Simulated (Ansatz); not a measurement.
CH5BSi, SMILES `B[Si]C` (triplet; the order of the spin states depends on the level) (charge 0, multiplicity 3). This triplet lies 0.30 eV above the relaxed singlet at the level frozen-core CCSD(T)/cc-pVTZ // B3LYP-D3(BJ)/def2-TZVP (Ansatz, a program for electronic structure); other levels give the other order.

Method: frozen-core CCSDT(Q)/6-31g // B3LYP-D3(BJ)/def2-TZVP (Ansatz).

Ansatz 0.2 input:
```yaml
crystal:
  periodic: [false, false, false]
  atoms:
    - { symbol: B, position_ang: [1.87172, -0.229124, -0.088687] }
    - { symbol: Si, position_ang: [0.063343, -0.895266, 0.106923] }
    - { symbol: C, position_ang: [-1.455425, 0.124682, -0.366269] }
    - { symbol: H, position_ang: [2.817223, -0.880665, 0.214308] }
    - { symbol: H, position_ang: [1.985717, 0.875238, -0.531439] }
    - { symbol: H, position_ang: [-1.131424, 1.078152, -0.791518] }
    - { symbol: H, position_ang: [-2.081546, 0.3247, 0.50581] }
    - { symbol: H, position_ang: [-2.069613, -0.39772, -1.102366] }
basis:
  gaussian: { orbitals: "6-31g" }
correlation:
  method: ccsdt_q
magnetization:
  spin_polarized: true
  initial_magnetization: 2
```

Output:

```
Functional definition: HF
946 factors; integrals over basis functions are off by at most 2.5e-7 eV
mean field evaluation 1: about -9637.8660 eV, gradient 1.4e1 eV
mean field evaluation 2: about -9637.8635 eV, gradient 1.4e1 eV
mean field evaluation 4: about -9639.4632 eV, gradient 2.1e0 eV
mean field evaluation 8: about -9639.6218 eV, gradient 8.4e-2 eV
mean field evaluation 16: about -9639.2383 eV, gradient 4.8e0 eV
mean field evaluation 32: about -9639.6218 eV, gradient 1.3e-5 eV
mean field -9639.62178723 eV, -354.2495667104 hartree, gradient 1.6e-6 eV, S^2 2.004977; 1 other end points of the search recorded, 0 dependent functions left out
7 core orbitals not correlated
reference -9639.62178723 eV, -354.2495667104 hartree; 9, 7 occupied and 25, 27 virtual orbitals, 946 factors
second order -4.78306528 eV of doubles, -0.00000000 eV of singles
cycle   1  -5.45292175 eV  change   -6.7e-1 eV  update   7.8e-2
cycle   2  -5.87743209 eV  change   -4.2e-1 eV  update   3.5e-2
cycle   3  -5.96171780 eV  change   -8.4e-2 eV  update   1.8e-2
cycle   4  -5.96283728 eV  change   -1.1e-3 eV  update   1.0e-2
cycle   5  -5.96371759 eV  change   -8.8e-4 eV  update   4.8e-3
cycle   6  -5.96351644 eV  change    2.0e-4 eV  update   2.2e-3
cycle   7  -5.96337748 eV  change    1.4e-4 eV  update   9.6e-4
cycle   8  -5.96366645 eV  change   -2.9e-4 eV  update   5.0e-4
cycle   9  -5.96381661 eV  change   -1.5e-4 eV  update   2.3e-4
cycle  10  -5.96374740 eV  change    6.9e-5 eV  update   1.1e-4
cycle  11  -5.96376346 eV  change   -1.6e-5 eV  update   4.9e-5
cycle  12  -5.96378779 eV  change   -2.4e-5 eV  update   2.0e-5
cycle  13  -5.96380694 eV  change   -1.9e-5 eV  update   9.7e-6
cycle  14  -5.96381752 eV  change   -1.1e-5 eV  update   4.7e-6
cycle  15  -5.96382118 eV  change   -3.7e-6 eV  update   2.3e-6
cycle  16  -5.96382106 eV  change    1.2e-7 eV  update   1.2e-6
perturbative correction -0.00637754 eV, -0.0002343704 hartree
Total energy: -9645.59198583 eV, -354.4689674622 hartree
```
